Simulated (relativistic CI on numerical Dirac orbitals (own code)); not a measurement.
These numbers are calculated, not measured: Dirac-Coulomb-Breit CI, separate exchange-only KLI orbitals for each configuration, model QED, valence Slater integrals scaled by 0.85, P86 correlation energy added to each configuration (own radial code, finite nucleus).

Configurations in the expansion (outside the closed core [Kr]): 4d10, 4d9 5s, 4d9 5p, 4d9 4f, 4d9 5d, 4d9 6s, 4d9 6p, 4d9 7s, 4d9 6d, 4d9 7p, 4d9 5f, 4d9 5g, 4d9 7d, 4d9 6f. Double excitations out of closed p, d and f shells are left out; levels of such configurations are missing from the list, as are those of other unlisted configurations, and high levels can miss mixing partners.

Correlation outside the listed configurations is missing or only estimated: errors of thousands of cm⁻¹ between configurations and terms are usual at this charge. Rates and lifetimes follow the computed energies and can be off by large factors. The fine structure of a lone outer electron comes out too small, for d and f at times inverted, and misplaced configurations move strength between like terms. 12 of the 28 excited levels that our extract of the measured tables holds in this range could be paired (the sources list more); they are missed by 3183 cm⁻¹ on average and 4125 at most, and levels without a partner can miss by more.

Outline of the computed level scheme of Cd III. Lowest level of each configuration: 4d10 1S_0 at 0.0000 eV; 4d9 5s 3D_3 at 10.3442 eV; 4d9 5p 3P°_2 at 16.7299 eV; 4d9 5d 3S_1 at 24.7718 eV; 4d9 6s 3D_3 at 24.9735 eV; 4d9 6p 3P°_2 at 27.0251 eV.

Some strong electric-dipole decays among the lowest 45 levels: 4d9 5p 1P°_1 → 4d10 1S_0 (4.2e+09 s⁻¹); 4d9 5d 3G_5 → 4d9 5p 3F°_4 (1.8e+09 s⁻¹); 4d9 5d 3G_4 → 4d9 5p 3F°_3 (1.7e+09 s⁻¹); 4d9 5d 3G_4 → 4d9 5p 1F°_3 (1.6e+09 s⁻¹); 4d9 5d 3S_1 → 4d9 5p 3P°_2 (1.6e+09 s⁻¹); 4d9 5d 3P_2 → 4d9 5p 3P°_2 (1.3e+09 s⁻¹); 4d9 5d 3F_3 → 4d9 5p 3D°_2 (1.2e+09 s⁻¹); 4d9 5d 3F_4 → 4d9 5p 3D°_3 (1.1e+09 s⁻¹).

Rates of lines that live on the mixing of spin multiplicities can be off by large factors.

LS names give the leading component of a level, which can be under half, so a name can repeat, a term be missing and a line seem to break the LS rules.
